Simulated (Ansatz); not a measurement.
Isolated molecules relaxed with PBE0-D4/def2-TZVP in Ansatz; ΔE leaves out vibrations. CCSD(T)/CBS adds triple-zeta CCSD(T) − MP2 to the extrapolated MP2 energy (def2 sets, frozen cores). This one scheme is used for every species. DFT in def2-TZVPP. For Ge outer-core shells are correlated without core-valence functions, which leaves a few kJ/mol of doubt a bond. Scalar relativity is left out up to krypton. One conformer a species, not always the lowest.

`CC(C)[O][Ge][OH]` + HCl → `CC(C)[O][Ge][Cl]` + H₂O  (ligand exchange at a Ge–O bond)

Task: Is it downhill or uphill in electronic energy at CCSD(T)/CBS, and by how much? (Estimate.)

Result: Ansatz gave: Downhill: ΔE = -39.7 kJ/mol.

Task: What do these levels give: PBE-D4, r2SCAN-D4, ωB97X-V, r2SCAN, HF/def2-TZVPP, MP2/def2-TZVPP, SCS-MP2/def2-TZVPP, CCSD(T)/def2-TZVPP, MP2/def2-QZVPP, HF/CBS(def2), MP2/CBS(def2), CCSD/CBS(def2)? (Estimate.)

Result: Ansatz gave: PBE-D4 -43.9, r2SCAN-D4 -38.3, ωB97X-V -35.9, r2SCAN -37.4, HF/def2-TZVPP -40.0, MP2/def2-TZVPP -35.8, SCS-MP2/def2-TZVPP -32.9, CCSD(T)/def2-TZVPP -33.2, MP2/def2-QZVPP -39.4, HF/CBS(def2) -39.8, MP2/CBS(def2) -42.3, CCSD/CBS(def2) -39.2 kJ/mol.

Largest T1 diagnostic among the species: 0.014.

The D4 term adds −5.8 kJ/mol with B3LYP and −3.4 kJ/mol with PBE0; it sums over pairs of atoms, weighted by their polarisabilities, and B3LYP, whose exchange is more repulsive, gets the larger term. In def2-TZVPP, CCSD(T) changes the Hartree–Fock value by +6.7 kJ/mol (the triples alone add −0.5 kJ/mol) and MP2 by +4.2 kJ/mol.

B3LYP here is the variant with VWN-RPA as its local correlation; programs differ in this.
